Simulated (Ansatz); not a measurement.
Relaxation of C$_{2}$H$_{8}$Zn (11 atoms, charge 0, multiplicity 1), to a largest force component of 0.03 eV/Å in at most 50 steps.

Method: RKS CAM-B3LYP-D4/def2-mTZVP (Ansatz 0.2.0).

```xyz
11
Properties=species:S:1:pos:R:3:forces:R:3
Zn 0.126 -0.116 0.145 0.09 -0.08 0.29
C 0.143 -0.131 2.114 0.23 -0.21 -0.22
H -0.826 -0.444 2.507 0.00 -0.01 0.01
H 0.893 -0.806 2.529 0.00 0.00 0.00
H 0.352 0.866 2.506 0.00 0.00 0.01
C 0.078 -0.072 -1.795 0.01 -0.01 -0.01
H 0.342 -1.038 -2.229 0.00 0.00 0.00
H -0.917 0.190 -2.159 0.00 0.00 0.00
H 0.775 0.667 -2.195 0.00 0.00 0.00
H -1.880 1.671 0.836 -0.92 0.82 -0.93
H -1.482 1.316 1.304 0.58 -0.51 0.84
```

**Question.** Where does it end, and by what steps?

**Answer.** It converged. After 7 steps the energy has fallen by 0.149 eV; H10 moved furthest, 0.74 Å.

```csv
step,energy less start (eV),largest force component (eV/Å),accepted
0,0.0000,0.927,yes
1,-0.1002,0.162,yes
2,-0.1335,0.096,yes
3,-0.1445,0.057,yes
4,-0.1473,0.046,yes
5,-0.1481,0.038,yes
6,-0.1484,0.036,yes
7,-0.1487,0.023,yes
```

```xyz
11
Properties=species:S:1:pos:R:3
Zn 0.231 -0.211 0.157
C 0.296 -0.270 2.098
H -0.660 -0.588 2.520
H 1.057 -0.965 2.457
H 0.527 0.711 2.519
C 0.157 -0.143 -1.782
H 0.436 -1.097 -2.231
H -0.849 0.100 -2.130
H 0.832 0.616 -2.182
H -2.427 2.173 0.839
H -1.993 1.780 1.298
```

Whether the end is a true minimum wasn't checked by a vibrational analysis.

Run time: 16 s on 4 threads of Arm Neoverse V1, with other jobs on the host, peak memory 0.24 GiB.
